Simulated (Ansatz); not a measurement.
Compare A (`N=[C](S)[SnH3]`) with its isomer B (`[NH2][SnH]1[CH2][S]1`).

Computed with Ansatz on PBE0-D4/def2-TZVP structures; ΔE is electronic, products minus reactants. CBS: MP2 limit from def2 TZ/QZ plus the TZ coupled-cluster correction, frozen cores. Functionals use def2-TZVPP. B3LYP here is the variant with VWN-RPA as its local correlation; programs differ in this. Elements past krypton have def2 core potentials. For Sn outer-core shells are correlated without core-valence functions, which leaves a few kJ/mol of doubt a bond. Each species was taken in one conformer, which may not be the lowest.

A:

Z-matrix (Å, degrees):
```
Sn
C 1 2.174
H 1 1.705 2 109.9
H 1 1.705 2 109.9 3 120.7
H 1 1.707 2 104.9 3 -119.6
S 2 1.766 1 118.7 3 -60.8
N 2 1.263 1 125.1 3 119.1
H 6 1.342 2 97.1 1 -0.2
H 7 1.018 2 112.5 1 0.0
```

B:

```xyz
9

N    -0.363   -0.063    1.921
Sn   -0.040    0.718    0.092
C     0.726   -0.529   -1.413
S    -1.083   -0.305   -1.795
H    -0.668   -1.027    1.875
H    -1.054    0.453    2.452
H     0.099    2.400    0.164
H     0.995   -1.545   -1.139
H     1.388   -0.101   -2.159
```

Q: Which isomer does CCSD(T)/CBS put lower? Give the gap. (Estimate.)

A: Computed: B, by 114.5 kJ/mol.

Q: Give E(B) − E(A) in kJ/mol with B2PLYP, CCSD/def2-TZVPP, r2SCAN-D4, B3LYP, PBE-D4, MP2/def2-TZVPP, HF/def2-TZVPP. (Estimate.)

A: Computed: B2PLYP -97.2, CCSD/def2-TZVPP -96.5, r2SCAN-D4 -97.5, B3LYP -86.3, PBE-D4 -93.4, MP2/def2-TZVPP -117.6, HF/def2-TZVPP -81.0. None reverses the order clearly.

Largest T1 diagnostic: 0.015.

From PBE to PBE0 (25 % exact exchange), in def2-TZVPP and without D4, E(B) − E(A) moves by −9.7 kJ/mol. In def2-TZVPP, CCSD(T) changes the Hartree–Fock value by −16.6 kJ/mol (the triples alone add −1.0 kJ/mol) and MP2 by −36.6 kJ/mol.
